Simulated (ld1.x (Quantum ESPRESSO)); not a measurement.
# u(r) = r·R(r): atom against pseudo-atom (hydrogen)

Columns: radius, all-electron u(r) and pseudo u(r) of the 1s shell (level -6.49 eV) of hydrogen in the configuration 1s1; PBE, scalar-relativistic, ultrasoft scheme, ld1.x (Quantum ESPRESSO) 7.5.

| r (bohr) | all-electron | pseudo |
| --- | --- | --- |
| 0.070 | 0.1252 | 0.0893 |
| 0.140 | 0.2332 | 0.1768 |
| 0.210 | 0.3257 | 0.2607 |
| 0.280 | 0.4043 | 0.3395 |
| 0.350 | 0.4706 | 0.4116 |
| 0.420 | 0.5261 | 0.4763 |
| 0.490 | 0.5718 | 0.5326 |
| 0.560 | 0.6090 | 0.5803 |
| 0.630 | 0.6387 | 0.6193 |
| 0.700 | 0.6618 | 0.6499 |
| 0.770 | 0.6791 | 0.6728 |
| 0.840 | 0.6913 | 0.6887 |
| 0.910 | 0.6991 | 0.6985 |
| 0.980 | 0.7030 | 0.7033 |
| 1.050 | 0.7035 | 0.7040 |
| 1.120 | 0.7011 | 0.7014 |
| 1.190 | 0.6963 | 0.6963 |
| 1.260 | 0.6892 | 0.6892 |
| 1.330 | 0.6803 | 0.6803 |
| 1.400 | 0.6699 | 0.6699 |
| 1.470 | 0.6582 | 0.6582 |
| 1.540 | 0.6454 | 0.6454 |
| 1.610 | 0.6317 | 0.6317 |
| 1.680 | 0.6172 | 0.6172 |
| 1.750 | 0.6022 | 0.6022 |
| 1.820 | 0.5868 | 0.5868 |

(1) How many radial nodes do the two functions have?

(2) At about which radius was the pseudo-wave matched?

(3) Is the pseudo-wave norm-conserving?

Results:

(1) The all-electron 1s function has n − l − 1 = 0; the pseudo-wave has 0.

(2) 1.30 bohr. The columns agree to 0.0005 from 0.98 bohr on; several derivatives are matched, so the curves merge somewhat inside the radius.

(3) No, it belongs to an ultrasoft set: the norm inside the radius is not constrained, and the difference is carried by the augmentation charge.
